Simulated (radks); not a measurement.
Question: These are the eigenvalues of the occupied orbitals of an atom or ion with whole-number occupations (eV). Method: non-relativistic Kohn-Sham, r2SCAN, spin-polarised, spherical densities, point nucleus; meta-GGA in the generalised Kohn-Sham scheme; computed with a radial shooting solver on a logarithmic mesh with Libxc functionals.

| orbital | eigenvalue |
|---|---|
| 1s up | -2422.666 |
| 1s down | -2422.033 |
| 2s up | -226.7133 |
| 2s down | -226.3479 |
| 2p up | -170.9027 |
| 2p down | -170.1692 |
| 3s up | -29.8536 |
| 3s down | -25.2407 |
| 3p up | -18.4723 |

Which element is it, and in what charge state? The configuration may be excited. Open shells, if any, are filled with parallel spins first.

Answer: Z = 16, sulfur, charge +1: S+ in [Ne] 3s2 3p3. The list shows which subshells hold electrons but not how many an open one holds; the 1s level, -89.031 hartree, gives Z - s = 13.3 by -(Z - s)^2/2, which with screening narrows Z to a few neighbours, and the depths of the outer levels then fix element, charge and occupations together.
